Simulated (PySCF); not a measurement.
A structure optimised at PBE-D3(BJ)/def2-SVP, used in a PySCF frequency run:

```
N
H 1 1.0270
Si 1 1.7184 2 115.87
F 3 1.6299 1 111.05 2 -57.57
F 3 1.6299 4 103.95 1 -119.48
Si 1 1.7628 2 115.96 3 180.00
H 3 1.4847 4 110.13 5 -117.94
H 6 1.5008 1 106.64 2 180.00
H 6 1.5049 8 109.65 1 -120.80
H 6 1.5049 8 109.65 9 -118.41
```

Q: Write its SMILES, formula and point group.

A: F[SiH](F)N[SiH3], F2H5NSi2, Cs

Q: What are its rotational constants (standard atomic weights)?

A: 6.1833, 1.5367, 1.3356 GHz
